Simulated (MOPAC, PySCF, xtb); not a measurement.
Acid–base and redox partners of c1cc[nH]c1. All species are isolated molecules in the gas phase. Strings in code marks are SMILES.

Quantity: electronic energy of isomers of C4H4N, doublet states, relative to `C1=C[N]C=C1`, in eV. Semi-empirical values (MOPAC) are differences of heats of formation.

Level 1: TPSSh-D3(BJ)/def2-TZVP // CAM-B3LYP-D3(BJ)/def2-TZVP (PySCF)
Level 2: PBE/6-31G* // CAM-B3LYP-D3(BJ)/def2-TZVP (PySCF)
Level 3: GFN2-xTB (xtb)
Level 4: PM6 // CAM-B3LYP-D3(BJ)/def2-TZVP (MOPAC)

```tsv
species	level 2	level 3	level 4
`[c]1ccc[nH]1`	1.09	0.94	0.77
`[c]1cc[nH]c1`	1.05	0.99	0.85
```

Problem. What does level 1 give for each?

Solution. 
- `[c]1ccc[nH]1`: 1.02
- `[c]1cc[nH]c1`: 0.99
